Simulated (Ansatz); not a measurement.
A run of Ansatz (development build ahead of 0.2.0) on singlet Li₂F₂ at this shape:

```xyz
4

Li    1.1931    0.0000    0.0000
Li   -1.1931    0.0000    0.0000
F     0.0000    1.3959    0.0000
F     0.0000   -1.3959    0.0000
```

Its results:

| Quantity | Value |
| --- | --- |
| Converged | yes |
| Reference energy | -214.05445 hartree |
| Correlation energy | -0.58529 hartree |
| Total energy | -214.63974 hartree |
| Spin squared of the determinant | 0.000 |

Problem. Which input gives this output? Name the method, the orbitals and the basis set, and write the input.

Solution. RHF-MP2 in cc-pVTZ. An unrestricted run that stays on the closed shell gives the same numbers.

```yaml
crystal:
  periodic: [false, false, false]
  atoms:
    - { symbol: Li, position_ang: [1.19309, 0.0, 0.0] }
    - { symbol: Li, position_ang: [-1.19309, 0.0, 0.0] }
    - { symbol: F, position_ang: [0.0, 1.39594, 0.0] }
    - { symbol: F, position_ang: [0.0, -1.39594, 0.0] }
basis:
  gaussian: { orbitals: cc-pVTZ }
hamiltonian:
  xc: hf
correlation:
  method: mp2
  frozen_orbitals: { F: 1, Li: 0 }
```
